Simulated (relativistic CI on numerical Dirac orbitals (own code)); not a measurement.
# Hyperfine structure of Rh29+, mass number 103

Method of calculation: Dirac-Coulomb-Breit CI, separate exchange-only KLI orbitals for each configuration, model QED (radiative potential, 1s self-energy scaled to tabulated hydrogen-like ionisation energies), unscaled Slater integrals (own radial code, finite nucleus).

Configuration list (outside the closed core [Ne]): 3s²3p⁴, 3s3p⁵, 3s²3p³3d, 3p⁶, 3s3p⁴3d, 3p⁵3d, 3s3p³3d², 3s²3p²3d4p, 3p⁵4s, 3s3p³3d4s, 3s²3p³4s, 3p⁵4p, 3s²3p²3d², 3s²3p3d³, 3s3p²3d³, 3s²3p3d²4s, 3p⁴3d², 3p³3d³, 3p³3d²4s, 3s²3p²3d4s, 3s3p²3d²4s, 3s²3p3d4s². Double excitations out of closed p, d and f shells are left out; levels of such configurations are missing from the list, as are those of other unlisted configurations, and high levels can miss mixing partners.

Nuclear spin I = 1/2, μ = -0.08829 μN (tables of Stone and Pyykkö). The electronic factors are computed for point nuclear moments, without core polarisation or the Bohr-Weisskopf and QED corrections.

```tsv
Level	E (cm⁻¹)	A (MHz)
3s²3p⁴ ³P2	0	-6248
3s²3p⁴ ³P1	247894	1341
3s²3p⁴ ¹D2	295489	-14430
3s3p⁵ ³P°2	895574	-26080
3s²3p³3d ⁵D°4	1046297	-2568
```

Levels with J = 0, under 50 % of one LS term, or S terms without an open s electron are left out. Small factors come from cancelling terms and can be off by tens of per cent or more.

At this charge energies of transitions that change n are usually good to better than 1 %, and those within a shell (Δn = 0) to a few per cent.

Give the hyperfine levels of 3s²3p⁴ ³P2 relative to its centre of gravity.

With K = F(F + 1) − I(I + 1) − J(J + 1), E = AK/2: F = 3/2: 9372, F = 5/2: -6248 MHz.

LS names give the leading component of a level, which can be under half, so a name can repeat, a term be missing and a line seem to break the LS rules.
